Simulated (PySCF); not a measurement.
Atom-mapped SMILES (the numbers label the heavy atoms): `[H]/[N:1]=[CH:2]/[c:3]1[cH:4][o:5][cH:6][n:7]1`. Each H is labelled by its parent atom.

No relativistic terms, gas phase, a single conformation. σ from GIAO-PBE0/pcSseg-1; geometry: GFN2-xTB; PySCF 2.14.

Chemical shifts δ = σref − σ; TMS for ¹³C and ¹H; NH3 for ¹⁵N; H2O for ¹⁷O, all at this level.

```tsv
atoms	nucleus	count	Hirshfeld charge	δ (ppm)
C4	¹³C	1	0.03	145.8
C3	¹³C	1	0.00	148.9
O5	¹⁷O	1	-0.05	325.4
H(C6)	¹H	1	0.08	?
H(C2)	¹H	1	0.05	8.95
C6	¹³C	1	0.09	?
H(N1)	¹H	1	0.12	11.46
H(C4)	¹H	1	0.08	?
N7	¹⁵N	1	-0.19	304.0
C2	¹³C	1	0.04	168.3
N1	¹⁵N	1	-0.23	357.0
```

**Question.** Estimate the values marked ?.

**Answer.** 
- C6: 154.6 ppm, aromatic CH between two ring heteroatoms
- H(C4): 8.60 ppm, hydrogen on an aromatic CH next to the ring oxygen; it sits in the deshielding region of the aromatic ring current
- H(C6): 7.73 ppm, hydrogen on an aromatic CH between two ring heteroatoms; the ring current deshields protons in the ring plane

Exchangeable OH/NH protons stand at their gas-phase positions; hydrogen bonding in a real sample shifts them, mostly to higher δ. Shifts are as computed. Against solution values, carbons near 30 ppm lie about +3 ppm off and those near 130 ppm about +5 ppm. Of 1211 compounds with measured shifts, 218 miss one by over three times the rms of a fit or turn the order of signals round; such compounds aren't used in these exercises. Unscaled 17O shifts of doubly bonded oxygen tend to come out too high, by tens of ppm or more. Experimental scales use liquid or dissolved standards, which lie at an offset from isolated NH3 (liquid NH3: subtract about 20 ppm) and H2O (liquid H2O: subtract about 36 ppm). Unscaled 15N shifts of sp2 nitrogen come out 20 to 40 ppm too high even then.
